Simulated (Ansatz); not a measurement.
Basis-set series for C5H8BClO3 (`CC1=CC(C)=[O+][B-](O)(Cl)O1`). The species carries charge 0 and has multiplicity 1. The geometry is a stationary point of PBE0-D4/def2-TZVP. It is one conformer, not always the lowest.

```csv
functional,basis,functions,energy (Eh),HOMO (eV),LUMO (eV)
PBE0-D4,def2-SVP,184,-905.12741,-7.51,-2.23
PBE0-D4,def2-QZVPP,823,-905.82013,-7.78,-2.33
ωB97M-V,def2-SVP,184,-905.58040,-9.76,-0.09
ωB97M-V,def2-QZVPP,823,-906.28548,-9.94,-0.24
```

(1) Give the rows for def2-TZVPP. (Best estimate.)

Results:

(1) Computed: 
```tsv
functional	basis	functions	energy (Eh)	HOMO (eV)	LUMO (eV)
PBE0-D4	def2-TZVPP	433	-905.78289	-7.75	-2.29
ωB97M-V	def2-TZVPP	433	-906.25033	-9.91	-0.19
```
